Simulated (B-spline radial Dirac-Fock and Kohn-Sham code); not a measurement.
## Photoionisation of gallium ions at Cr Kα (5414.7 eV)

Calculated with a radial B-spline solver, using Dirac-Hartree-Slater photoionisation with all multipoles and Dirac-Fock thresholds. Cross sections in kb; a dash marks an empty subshell or a threshold above the photon energy.

```csv
ion,configuration,total,2s,2p1/2,3p1/2,4s,4p3/2
Ga,[Ar] 3d10 4s2 4p1,20.96,7.45,3.79,0.475,0.0861,0.00601
Ga⁴⁺,[Ar] 3d9,20.93,7.46,3.80,0.486,–,–
Ga⁶⁺,[Ar] 3d7,21.06,7.46,3.80,0.516,–,–
```
